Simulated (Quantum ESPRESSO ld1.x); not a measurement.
Question: S5+, 11 electrons, occupied as [Ne] 3s1. Method: scalar-relativistic Kohn-Sham, LDA (Slater exchange, Perdew-Wang correlation), spin-polarised, spherical densities, point nucleus; open shells are filled with parallel spins first; computed with ld1.x of Quantum ESPRESSO 7.5. Some entries of the table are withheld. Estimate them.

orbital,occ.,eigenvalue (hartree),r(max) (bohr),<r^2> (bohr^2)
1s up,1,-91.1748,0.064,0.01270
1s down,1,-91.1620,0.064,0.01270
2s up,1,-10.6775,0.387,0.2713
2s down,1,-10.6612,0.387,0.2704
2p up,3,(1),0.325,0.2399
2p down,3,(2),0.325,0.2386
3s up,1,-3.01186,1.28,2.252
3s down,0,-2.89042,1.27,2.277
3p up,0,-2.53828,1.33,2.533
3p down,0,-2.42101,1.33,2.588
4s up,0,-1.34309,2.82,9.358
4s down,0,-1.31001,2.88,9.752

Answer: 
(1) 2p up eigenvalue (hartree): -8.69720
(2) 2p down eigenvalue (hartree): -8.68098
